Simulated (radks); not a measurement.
Results of a calculation; reference values are marked as such.
The mean radii <r> (bohr) of the occupied orbitals of an atom or ion are listed with their occupations. Code: a radial shooting solver on a logarithmic mesh with Libxc functionals. Model: scalar-relativistic Kohn-Sham, MS2 meta-GGA, spin-unpolarised, spherical densities, finite nucleus; meta-GGA in the generalised Kohn-Sham scheme; Fermi nuclear charge, rms radius of each element as measured or else 0.836 A^(1/3) + 0.57 fm.

| orbital | occ. | <r> |
|---|---|---|
| 1s | 2 | 0.02506 |
| 2s | 2 | 0.1074 |
| 2p | 6 | 0.09425 |
| 3s | 2 | 0.2845 |
| 3p | 6 | 0.2829 |
| 3d | 10 | 0.2600 |
| 4s | 2 | 0.6536 |
| 4p | 6 | 0.6922 |
| 4d | 10 | 0.7671 |
| 5s | 2 | 1.558 |
| 5p | 6 | 1.779 |
| 6s | 2 | 4.063 |
| 6d | 1 | 10.62 |

Name the element and its charge.

Answer. Z = 57, lanthanum, charge 0: La in [Xe] 6s2 6d1. The 1s radius gives Z: for a bare nucleus <r> = (2 gamma + 1)/(2Z) with gamma = sqrt(1 - (Z/c)^2), 0.02473 bohr for Z = 57, and screening makes it slightly larger (0.02506 here). The occupations add up to 57, and the charge is Z minus that.
